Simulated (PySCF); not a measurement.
SMILES C[Si](C)(C)/C=C/[SiH3], GFN2-xTB optimised geometry.

```
21

Si    -2.35    -2.64     3.41
C     -1.72    -1.75     1.88
C     -0.44    -1.57     1.56
Si     0.17    -0.67     0.00
C     -0.48    -1.57    -1.55
C     -0.48     1.13     0.00
C      2.07    -0.67     0.00
H     -1.21    -3.10     4.22
H     -3.17    -1.72     4.20
H     -3.17    -3.78     3.01
H     -2.47    -1.36     1.20
H      0.31    -1.95     2.24
H     -1.57    -1.61    -1.56
H     -0.11    -2.59    -1.60
H     -0.17    -1.07    -2.46
H     -0.12     1.68     0.86
H     -0.17     1.66    -0.89
H     -1.57     1.15     0.03
H      2.47    -0.17    -0.88
H      2.47    -0.16     0.87
H      2.47    -1.68     0.00
```

Density from CAM-B3LYP/def2-SVP in PySCF 2.14.0 at that geometry.

Minimum of the electron density along straight lines between bonded atoms, close to the bond critical point (lines longer than 1.1 times the sum of covalent radii, or with two minima, are not listed):

```tsv
bond	length / Å	ρ at the minimum / e bohr⁻³	∇²ρ there / e bohr⁻⁵	position (fraction from the first atom)
Si1–C2	1.880	0.114	0.34	0.38
C2–C3	1.332	0.338	-0.89	0.50
C3–Si4	1.897	0.111	0.34	0.62
Si4–C5	1.910	0.110	0.31	0.38
Si4–C6	1.910	0.110	0.31	0.38
Si4–C7	1.907	0.111	0.31	0.38
Si1–H8	1.464	0.117	0.33	0.49
Si1–H9	1.467	0.116	0.33	0.49
Si1–H10	1.467	0.116	0.33	0.49
C2–H11	1.085	0.277	-1.03	0.63
C3–H12	1.085	0.278	-1.04	0.63
C5–H13	1.086	0.272	-0.98	0.63
C5–H14	1.086	0.272	-0.98	0.63
C5–H15	1.086	0.272	-0.98	0.63
C6–H16	1.086	0.272	-0.98	0.63
C6–H17	1.086	0.272	-0.98	0.63
C6–H18	1.086	0.272	-0.98	0.63
C7–H19	1.086	0.272	-0.98	0.63
C7–H20	1.086	0.272	-0.98	0.63
C7–H21	1.086	0.272	-0.98	0.63
```
